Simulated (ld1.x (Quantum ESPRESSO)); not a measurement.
An all-electron radial function and its pseudo partner (C (Z = 6))

Columns: radius, all-electron u(r) and pseudo u(r) of the 2p shell (level -5.24 eV) of carbon in the configuration [He] 2s2 2p2; BLYP, scalar-relativistic, PAW scheme, ld1.x (Quantum ESPRESSO) 7.5.

```
r (bohr)  all-electron  pseudo
   0.105        0.0520  0.0103
   0.210        0.1576  0.0403
   0.315        0.2740  0.0881
   0.420        0.3826  0.1504
   0.525        0.4758  0.2229
   0.630        0.5514  0.3009
   0.735        0.6102  0.3796
   0.840        0.6536  0.4544
   0.945        0.6830  0.5213
   1.050        0.7001  0.5771
   1.155        0.7069  0.6199
   1.260        0.7054  0.6488
   1.365        0.6974  0.6642
   1.470        0.6843  0.6674
   1.575        0.6674  0.6604
   1.680        0.6476  0.6457
   1.785        0.6258  0.6258
   1.890        0.6027  0.6029
   1.995        0.5788  0.5789
   2.100        0.5545  0.5545
   2.205        0.5302  0.5302
   2.310        0.5060  0.5060
   2.415        0.4821  0.4821
   2.520        0.4588  0.4588
   2.625        0.4362  0.4362
   2.730        0.4142  0.4142
```

(1) How many radial nodes do the two functions have?

(2) At about which radius was the pseudo-wave matched?

(3) Is the pseudo-wave norm-conserving?

## Answers

(1) The all-electron 2p function has n − l − 1 = 0; the pseudo-wave has 0.

(2) 2.10 bohr. The columns agree to 0.0005 from 1.78 bohr on; several derivatives are matched, so the curves merge somewhat inside the radius.

(3) No, it belongs to a PAW set: the norm inside the radius is not constrained, and the difference is carried by the augmentation charge.
